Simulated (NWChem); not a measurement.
Isomers of C3H6O, each optimised at PBE0/def2-SVP with NWChem, gas phase unless a solvent is named. Flexible species stand in one conformer each, which need not be the lowest. 

A: OC1CC1
B: C1COC1
C: C=COC

Q: Rank them by SMD solvation free energy in water, PBE0/def2-SVP (kcal/mol), lowest first.

A: A (-4.5), B (-2.8), C (-0.6)
